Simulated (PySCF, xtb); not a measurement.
CAuClO, SMILES [O+]#[C-]->[Au][Cl] (connectivity only; charge and spin as stated), charge +1, multiplicity 2.

Harmonic wavenumbers (cm⁻¹) from xtb with GFN2-xTB at its own minimum, in rising order: 61, 243, 275, 293, 324, 2302.

Question: What does PySCF with PBE-D3(BJ)/def2-SVP give at its own minimum? (An estimate is asked for; the answer gives what the named calculation found.)

Answer: 67, 305, 315, 348, 389, 2225. Paired by order, the mean absolute difference is 51 cm⁻¹ and the zero-point energies are 5.0 and 5.2 kcal/mol.
